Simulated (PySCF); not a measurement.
H4Ti, multiplicity 1.

```xyz
5

Ti     0.0000     0.0000     0.0000
H      0.9798     0.9798     0.9798
H     -0.9798     0.9798    -0.9798
H     -0.9798    -0.9798     0.9798
H      0.9798    -0.9798    -0.9798
```
Charge 0, spin multiplicity 1.

Coordinates come from a B3LYP-D3(BJ)/def2-TZVPD optimisation. The spin state was assumed, not searched.

These are PBE/pcSseg-2 run with PySCF values and carry that method's errors. Non-relativistic, no solvent.

Computed absolute GIAO shielding of each atom: isotropic value and principal components (ppm):
```csv
atom,σ(iso),σ11,σ22,σ33,span
Ti1,-2884.2,-2884.2,-2884.2,-2884.2,0.0
H2,19.3,-20.7,39.3,39.3,60.0
H3,19.3,-20.7,39.3,39.3,60.0
H4,19.3,-20.7,39.3,39.3,60.0
H5,19.3,-20.7,39.3,39.3,60.0
```
